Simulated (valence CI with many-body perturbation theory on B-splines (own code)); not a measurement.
# Hf⁶⁷⁺: calculated level list

Level of theory: relativistic CI+MBPT: three valence electrons over a frozen Dirac-Fock core [He], radial functions for each j: 11 s, 11 p, 9 d, 7 f, 5 g, 2 h, 1 i, with the one-electron correlation potential Σ1 (screened to all orders), the two-electron term Σ2, the three-electron term Σ3, Breit, model QED; selected single and double excitations, second order for the rest (own B-spline code, finite nucleus).

No measured spectrum was set against this ion. As an estimate, large intervals hold to a few tenths of a per cent, small ones and those within an open d or f shell to about a per cent.

Levels 46 to 90 of 103, with energies above the lowest level, (2s^2 2p1/2) J=1/2. "Leading %" is the weight of the configuration and term that name the level; weights of strongly mixed levels are sums over their largest components and can fall short. In the jj column 3d3/2^4 stands for four electrons in 3d with j = 3/2. Lifetimes count E1, E2, E3, M1 and M2 decay at the calculated energies, and are blank where another channel may lead or the interval is too uncertain; long ones can be off by a factor of two.

```tsv
No.	Configuration	Term	J	E (× 10³ cm⁻¹)	Leading %	Lifetime	g	Leading jj
46	2s2p3p	⁴P	3/2	93017	46	6.44 fs	1.622	2s 2p3/2 3p1/2 (100 %)
47	2s2p3s	²P°	1/2	93026	90	3.00 fs	0.825	2s 2p3/2 3s (100 %)
48	2s2p3p	²D	5/2	93031	44	2.51 fs	1.305	2s 2p3/2 3p1/2 (100 %)
49	2s2p3s	²P°	3/2	93078	82	6.11 fs	1.375	2s 2p3/2 3s (99 %)
50	2s2p3p	²P	1/2	93716	48	2.52 fs	1.256	2s 2p3/2 3p1/2 (99 %)
51	2s2p3p	²D	3/2	93727	61	3.77 fs	0.966	2s 2p3/2 3p1/2 (99 %)
52	2p²3s	⁴P	3/2	94492	86	7.08 fs	1.646	2p1/2 2p3/2 3s (99 %)
53	2p²3s	²P	1/2	94571	66	3.51 fs	1.291	2p1/2 2p3/2 3s (98 %)
54	2p²3s	²D	5/2	94632	64	6.45 fs	1.306	2p1/2 2p3/2 3s (99 %)
55	2p²3s	²D	3/2	94701	64	3.70 fs	0.958	2p1/2 2p3/2 3s (99 %)
56	2p²3p	⁴P°	1/2	95004	49	1.37 fs	1.731	2p1/2 2p3/2 3p1/2 (99 %)
57	2p²3p	⁴D°	3/2	95052	55	1.35 fs	1.125	2p1/2 2p3/2 3p1/2 (99 %)
58	2p²3p	²F°	5/2	95157	50	1.35 fs	1.042	2p1/2 2p3/2 3p1/2 (99 %)
59	2p²3p	²P°	3/2	95521	43	1.60 fs	1.303	2p1/2 2p3/2 3p1/2 (99 %)
60	2s2p3p	⁴D	7/2	95919	100	263 fs	1.401	2s 2p3/2 3p3/2 (100 %)
61	2s2p3p	²P	3/2	96015	54	2.92 fs	1.478	2s 2p3/2 3p3/2 (99 %)
62	2s2p3p	⁴P	5/2	96167	52	3.13 fs	1.388	2s 2p3/2 3p3/2 (99 %)
63	2s2p3p	²S	1/2	96207	48	1.68 fs	1.362	2s 2p3/2 3p3/2 (99 %)
64	2s2p3d	⁴D°	5/2	96491	44	682 as	1.217	2s 2p3/2 3d3/2 (99 %)
65	2s2p3d	⁴D°	3/2	96539	43	630 as	1.315	2s 2p3/2 3d3/2 (99 %)
66	2s2p3d	⁴F°	7/2	96556	46	725 as	1.202	2s 2p3/2 3d3/2 (97 %)
67	2s2p3d	⁴P°	1/2	96577	83	714 as	2.166	2s 2p3/2 3d3/2 (99 %)
68	2s2p3p	²D	5/2	96696	72	3.79 fs	1.252	2s 2p3/2 3p3/2 (99 %)
69	2s2p3p	²P	3/2	96843	58	4.13 fs	1.220	2s 2p3/2 3p3/2 (99 %)
70	2s2p3p	²S	1/2	96875	60	54.5 fs	1.721	2s 2p3/2 3p3/2 (100 %)
71	2s2p3d	²D°	3/2	97164	61	738 as	0.934	2s 2p3/2 3d3/2 (82 %)
72	2s2p3d	⁴F°	9/2	97167	100	6.58 ps	1.309	2s 2p3/2 3d5/2 (100 %)
73	2s2p3d	²F°	5/2	97238	67	748 as	0.927	2s 2p3/2 3d3/2 (98 %)
74	2s2p3d	²P°	1/2	97308	69	574 as	0.600	2s 2p3/2 3d3/2 (96 %)
75	2s2p3d	²D°	5/2	97368	38	746 as	1.303	2s 2p3/2 3d5/2 (98 %)
76	2s2p3d	⁴D°	7/2	97426	48	506 as	1.263	2s 2p3/2 3d5/2 (96 %)
77	2s2p3d	²P°	3/2	97522	45	685 as	1.130	2s 2p3/2 3d5/2 (81 %)
78	2s2p3d	²P°	1/2	97631	87	706 as	0.768	2s 2p3/2 3d5/2 (94 %)
79	2s2p3d	²F°	7/2	97958	66	1.96 fs	1.178	2s 2p3/2 3d5/2 (92 %)
80	2p²3p	⁴D°	5/2	98075	31	901 as	1.281	2p1/2 2p3/2 3p3/2 (55 %)
81	2s2p3d	²P°	3/2	98126	67	737 as	1.264	2s 2p3/2 3d5/2 (91 %)
82	2s2p3d	²D°	5/2	98132	32	753 as	1.269	2s 2p3/2 3d5/2 (52 %)
83	2p²3p	²P°	1/2	98150	36	2.30 fs	1.558	2p1/2 2p3/2 3p3/2 (98 %)
84	2p²3p	²D°	3/2	98207	47	1.99 fs	1.122	2p1/2 2p3/2 3p3/2 (90 %)
85	2p²3p	²F°	7/2	98266	59	2.76 fs	1.210	2p1/2 2p3/2 3p3/2 (91 %)
86	2p²3p	⁴S°	3/2	98388	33	2.36 fs	1.410	2p1/2 2p3/2 3p3/2 (100 %)
87	2p²3p	²D°	5/2	98483	64	2.12 fs	1.168	2p1/2 2p3/2 3p3/2 (96 %)
88	2p²3d	⁴F	3/2	98568	43	2.08 fs	0.919	2p1/2 2p3/2 3d3/2 (100 %)
89	2p²3d	⁴F	5/2	98576	53	5.41 fs	0.954	2p1/2 2p3/2 3d3/2 (99 %)
90	2p²3d	⁴D	1/2	98618	79	3.86 fs	0.245	2p1/2 2p3/2 3d3/2 (100 %)
```
